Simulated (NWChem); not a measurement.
System: C3H2F4; SMILES C(F)(/C(F)=C\F)F

Input file for NWChem:

```
start job
memory heap 200 mb stack 900 mb global 1100 mb
geometry units angstroms noautosym nocenter noautoz
  F     -1.713469    -1.090141    -0.562862
  C     -0.508844    -1.417539    -0.137580
  C      0.457559    -0.530026     0.097082
  F      1.640153    -0.972460     0.529344
  C      0.439029     0.959787    -0.059037
  F      0.493652     1.549408     1.154880
  F     -0.676717     1.365632    -0.681919
  H     -0.346698    -2.488783     0.013308
  H      1.322085     1.293129    -0.635463
end
basis spherical
  * library 6-31g*
end
dft
  xc pbe0
  iterations 150
end
cosmo
  dielec 46.7
end
task dft energy
```

All runs use the structure optimised with PBE0/def2-SVP.

Level: PBE0/6-31G* with COSMO at NWChem's default radii, gas-phase geometry; the question gives the dielectric constant.

Problem. Predict the main results of this run. (PBE0/6-31G* (spherical d), COSMO on the gas-phase geometry.) Quantities: electrostatic solvation energy (kcal/mol); dipole in solution (D).

Solution. The electrostatic solvation energy (kcal/mol) is -3.3 and the dipole in solution (D) is 1.95.
